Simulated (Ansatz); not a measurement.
Isolated molecules relaxed with PBE0-D4/def2-TZVP in Ansatz; ΔE leaves out vibrations. CBS: MP2 limit from def2 TZ/QZ plus the TZ coupled-cluster correction, frozen cores. This one scheme is used for every species. def2 core potentials past Kr. For In outer-core shells are correlated without core-valence functions, which leaves a few kJ/mol of doubt a bond. Each species was taken in one conformer, which may not be the lowest.

Consider the ligand exchange at the In–O bond: `[OH][In]([SH])[Cl]` + H₂S → `[SH][In]([SH])[Cl]` + H₂O.

```
          level  ΔE (kJ/mol)
 MP2/def2-TZVPP        -67.2
CCSD/def2-TZVPP        -63.0
```

What does CCSD(T)/CBS give? (Estimate.)

The calculation gave: -64.5 kJ/mol. The listed levels differ from it by -2.7, 1.5 kJ/mol.

Largest T1 diagnostic among the species: 0.015.

From PBE to PBE0 (25 % exact exchange), in def2-TZVPP and without D4, ΔE moves by −7.0 kJ/mol. The D4 term adds −4.3 kJ/mol with B3LYP and −2.4 kJ/mol with PBE0; it sums over pairs of atoms, weighted by their polarisabilities, and B3LYP, whose exchange is more repulsive, gets the larger term.

B3LYP here is the variant with VWN-RPA as its local correlation; programs differ in this.
